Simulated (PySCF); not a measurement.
# Adding and removing an electron: RbNa

PW91; PySCF, scalar-relativistic core potentials, basis sets Rb def2-SVPD with ECP28, Na def2-SVPD. Neutral (UKS): singlet (closed shell), Re = 3.699 Å, ωe = 102 cm⁻¹, De = 0.70 eV, HOMO -2.73 eV, LUMO -1.67 eV.

RbNa⁺ (UKS): doublet (σ ↑), Re = 4.310 Å, ωe = 67.3 cm⁻¹, De = 0.54 eV to Rb⁺ + Na. The energies at the minima are -186.31605 hartree for RbNa and -186.15195 for RbNa⁺.

(1) Work out the adiabatic ionisation energy, without and with harmonic zero-point energies (1 hartree = 27.2114 eV, 1 eV = 8065.5 cm⁻¹), and the change of the bond length.

Closed-shell solutions of metal pairs were not tested for spin polarisation, which can lower them a little. Spin–orbit coupling is left out. For an ion De counts to the pair picked by the measured ionisation energies or electron affinities, which need not be the lowest pair at this level. States were picked by a PBE0 search and need not be the measured ground states.

## Answers

(1) At PW91: 0.16410 hartree = 4.465 eV between the minima; the zero-point term (67.3 − 102.0)/2 cm⁻¹ = -0.002 eV makes it 4.463 eV. Re changes by +61.1 pm against the neutral. Minus the HOMO energy is 2.73 eV, -1.74 eV from the value between the minima; self-interaction puts the Kohn–Sham level too high, less so with exact exchange. The electron leaves a σ orbital, and the longer bond of the ion fits a bonding orbital, or a change in how ionic the bond is.
